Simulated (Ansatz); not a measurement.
Isolated molecules relaxed with PBE0-D4/def2-TZVP in Ansatz; ΔE leaves out vibrations. CBS: MP2 limit from def2 TZ/QZ plus the TZ coupled-cluster correction, frozen cores. This one scheme is used for every species. Functionals use def2-TZVPP. B3LYP here is the variant with VWN-RPA as its local correlation; programs differ in this. For Ga outer-core shells are correlated without core-valence functions, which leaves a few kJ/mol of doubt a bond. Scalar relativity is left out up to krypton. Each species was taken in one conformer, which may not be the lowest.

Consider the ligand exchange at a Ga–O bond: `[OH][Ga]([F])[SH]` + H–F → `[F][Ga]([F])[SH]` + H₂O.

`[OH][Ga]([F])[SH]`:

Z-matrix (Å, degrees):
```
Ga
F 1 1.750
S 1 2.169 2 119.6
O 1 1.770 2 116.9 3 -180.0
H 3 1.345 1 91.7 2 -180.0
H 4 0.961 1 112.9 2 -0.0
```

H–F:

```xyz
2

F    -0.419   -0.134    0.134
H     0.419    0.134   -0.134
```

`[F][Ga]([F])[SH]`:

Z-matrix (Å, degrees):
```
Ga
F 1 1.736
S 1 2.163 2 122.4
F 1 1.739 2 115.1 3 180.0
H 3 1.345 1 91.6 2 -179.8
```

H₂O:

```xyz
3

O    -0.110    0.068   -0.367
H     0.001   -0.784    0.061
H     0.109    0.716    0.306
```

```
   level  ΔE (kJ/mol)
 PBE0-D4        -21.3
B3LYP-D4        -23.4
```

Task: What does CCSD(T)/CBS give? (Estimate.)

Result: The calculation gave: -17.6 kJ/mol. The listed levels differ from it by -3.7, -5.8 kJ/mol.

Largest T1 diagnostic among the species: 0.014.

In def2-TZVPP, CCSD(T) changes the Hartree–Fock value by +11.1 kJ/mol (the triples alone add +1.3 kJ/mol) and MP2 by +13.3 kJ/mol.
